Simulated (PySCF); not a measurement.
A structure optimised at B3LYP-D3(BJ)/def2-SVP, used in a PySCF frequency run:

```
O
Si 1 1.6680
Si 1 1.6680 2 135.93
N 2 1.7261 1 114.80 3 -32.54
H 4 1.0143 2 121.48 1 80.81
H 4 1.0148 5 111.59 2 155.66
N 3 1.7261 1 114.80 2 -32.54
H 7 1.0143 3 121.48 1 80.81
H 7 1.0148 8 111.59 3 155.66
H 3 1.4844 1 106.39 2 -152.37
H 2 1.4844 1 106.39 3 -152.37
H 2 1.4882 11 112.06 1 118.76
H 3 1.4882 10 112.06 1 118.76
```

Task: Write its SMILES, formula and point group.

Result: N[SiH2]O[SiH2]N, H₈N₂OSi₂, C2

Task: What are its rotational constants (standard atomic weights)?

Result: 5.2341, 1.8121, 1.5311 GHz
